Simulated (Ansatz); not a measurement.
`C[AsH][SiH3]` → `[SiH3][AsH2]` + `[CH2]` (triplet) at 298.15 K and 1 bar (formal loss of a carbene).

Computed with Ansatz on PBE0-D4/def2-TZVP structures; ΔE is electronic, products minus reactants. CCSD(T)/CBS is the MP2 limit (def2-TZVPP, def2-QZVPP) plus CCSD(T) − MP2 in def2-TZVPP, frozen cores. This one scheme is used for every species. Triplets are unrestricted, without spin–orbit coupling. For As outer-core shells are correlated without core-valence functions, which leaves a few kJ/mol of doubt a bond. Scalar relativity is left out up to krypton.

```json
{"species": "`C[AsH][SiH3]`", "CCSD(T)/CBS energy (Eh)": "-2566.34647", "H − E (kJ/mol)": "202.9", "S (J/(mol·K))": "332.3"}
{"species": "`[SiH3][AsH2]`", "CCSD(T)/CBS energy (Eh)": "-2527.08228", "H − E (kJ/mol)": "120.7", "S (J/(mol·K))": "293.4"}
{"species": "`[CH2]` (triplet)", "CCSD(T)/CBS energy (Eh)": "-39.09499", "H − E (kJ/mol)": "55.4", "S (J/(mol·K))": "195.3"}
```

H − E and S are ideal-gas, rigid-rotor, harmonic terms from PBE0-D4/def2-TZVP, for one conformer and one mirror image of each species, with the whole ground term of open shells counted as degenerate. 1 Eh = 2625.50 kJ/mol, R = 8.31446 J/(mol·K).

**Question.** By hand: ΔE, ΔH, ΔS and ΔG.

**Answer.** ΔE = (-2527.08228) + (-39.09499) − (-2566.34647) = 0.16920 Eh = 444.2 kJ/mol. Δ(H − E) = 120.7 + 55.4 − 202.9 = -26.8, so ΔH = 417.4 kJ/mol. ΔS = 293.4 + 195.3 − 332.3 = 156.4 J/(mol·K). ΔG = 417.4 − 298.15 × (156.4)/1000 = 370.8 kJ/mol.

**Question.** By hand: the equilibrium constant, and the temperature at which ΔG would vanish if ΔH and ΔS stayed fixed.

**Answer.** log₁₀ K = −ΔG/(RT ln 10) = -65.0. ΔG = 0 at ΔH/ΔS = 2669 K, far beyond where these terms or the molecules hold.

The number of gas molecules changes by +1, which sets the sign of ΔS. A doubt of 5 kJ/mol in ΔE shifts log₁₀ K by 0.9 here. Other conformers and mirror images would add mixing entropy, several J/(mol·K) or more a flexible species. A triplet takes part, so the spin changes. These are equilibria of isolated gas molecules and say nothing of rates. Largest T1 diagnostic: 0.011 (customary marks: 0.02 for closed shells, 0.045 for open ones).
